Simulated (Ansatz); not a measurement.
`Sc1ccc(-c2ccc(-c3ccccc3)cc2)cc1`. The state is a singlet with charge 0. Geometry r2SCAN-D4/def2-SVP, basis def2-TZVP, Ansatz.

| run | HOMO (eV) | LUMO (eV) |
| --- | --- | --- |
| A | -6.64 | -0.44 |
| B | -5.12 | -2.13 |
| C | -5.98 | -1.38 |
| D | -5.26 | -2.02 |
| E | -5.59 | -1.74 |

Single mean-field runs in def2-TZVP are fitted with def2-universal-jkfit.

Q: The runs used BHLYP, PBE, PBE0, r2SCAN, r2SCANh. Estimate which is which.

A: A BHLYP (50 % exact exchange); B PBE (0 % exact exchange); C PBE0 (25 % exact exchange); D r2SCAN (0 % exact exchange); E r2SCANh (10 % exact exchange). Exact exchange lowers occupied and raises empty levels; among semilocal functionals meta-GGAs tend to open the gap a little, and such runs are hard to tell apart. The gap grows from 3.00 eV (PBE) to 6.21 eV (BHLYP).
